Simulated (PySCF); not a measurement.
Bonds (- single, = double, # triple, : aromatic): C1-Si2, Si2-C3, Si2-C4, Si2-C5. C1 carries H6, H7, H8; C3 carries H9, H10, H11; C4 carries H12, H13, H14; C5 carries H15, H16, H17.

Geometry: PBE0-D3(BJ)/def2-SVP; GIAO absolute shieldings from PySCF 2.14.0 with density-fitted response routines, gas phase, non-relativistic, averaged over equivalent atoms.

At BHandHLYP/pcSseg-2 (355 basis functions, of the order of 50 core-seconds):
```tsv
atoms	σ (ppm)
C1/C3/C4/C5	184.3
Si2	345.7
H6/H7/H8/H9/H10/H11/H12/H13/H14/H15/H16/H17	31.45
```

Predict the values at LC-wPBE/pcSseg-2 on the same geometry.

Results:


| atoms | σ at LC-wPBE/pcSseg-2 | change |
| --- | --- | --- |
| C1/C3/C4/C5 | 188.3 | +4.0 |
| Si2 | 346.7 | +1.0 |
| H6/H7/H8/H9/H10/H11/H12/H13/H14/H15/H16/H17 | 31.32 | -0.13 |

The largest change is at C1/C3/C4/C5 (methyl carbon bonded to Si). Cost: 355 basis functions, roughly 80 core-seconds.
